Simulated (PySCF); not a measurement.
Cu(NH3)F (singlet state).
Structure used (PBE0-D3(BJ)/def2-SVP), in Å, numbered top down from 1:
```xyz
6
CuFH3N angstrom
Cu    -0.007    0.003   -1.181
N      0.002   -0.001    0.740
H     -0.401    0.853    1.129
H      0.949   -0.078    1.116
H     -0.532   -0.782    1.125
F     -0.011    0.005   -2.928
```

Computed with PySCF, delta-SCF UKS SCAN, pcX-2 on the ionised atom (unc-x2c-TZVPall on a metal), pcseg-1 elsewhere, spin-free X2C. Every row has its own mixed basis.

```
ionised atom  basis functions  E(ground) (Eh)  E(ionised) (Eh)
          N2              105     -1808.46537      -1793.46450
          F6              105     -1808.50371      -1783.20677
```

**Question.** What are the 1s binding energies?

**Answer.** E(ionised) − E(ground), at 27.2114 eV a hartree:

```json
{"atom": "N2", "environment": "nitrogen bonded to Cu and 3 H", "difference (Eh)": "15.00087", "binding energy (eV)": "408.19"}
{"atom": "F6", "environment": "fluorine bonded to Cu", "difference (Eh)": "25.29694", "binding energy (eV)": "688.36"}
```

**Question.** How much do the ground-state energies differ, and what would follow from using one of them for all holes?

**Answer.** They run from -1808.5037 Eh (core basis on F6) to -1808.4654 Eh (on N2), 0.0383 Eh or 1.04 eV apart, though the state is the same; only basis and grid differ. Pairing the ion of N2 with the ground state of F6 would put its binding energy 1.04 eV too high.

Only 1s holes are shown. Geometry: PBE0-D3(BJ)/def2-SVP; no solvent, vibrations or thermal averaging. Metal 2p energies of this one-determinant scheme are less reliable than its 1s energies.

Time: 9.5 s of wall time. Hardware: an Arm Neoverse V1 with one thread, no GPU, on a shared host.
